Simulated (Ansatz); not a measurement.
C₄H₂BrF, SMILES C#C/C(Br)=C\F.

Coordinates come from a PBE0-D3(BJ)/def2-SVP optimisation. The structure was generated by enumeration; whether it is a known compound was not checked.

Two levels are set side by side: PBE/def2-SVPD (Ansatz, an electronic-structure program) and PBE0/def2-SVPD (Ansatz). Energy differences of separate SCF runs at the same geometry; the states with an electron removed or added have multiplicity 2 and 2. Differences are taken from unrounded values.

```
quantity                            PBE
---------------------------------  ----
vertical ionisation energy (eV)    8.93
vertical singlet–triplet gap (eV)  3.17
```

### Question
These are the PBE values. What does PBE0 give? (An estimate is asked for; the answer gives what the named calculation found.)

### Answer

```json
[
 {"quantity": "vertical ionisation energy (eV)", "PBE0": "9.16", "PBE minus PBE0": "-0.23"},
 {"quantity": "vertical singlet–triplet gap (eV)", "PBE0": "3.17", "PBE minus PBE0": "-0.01"}
]
```
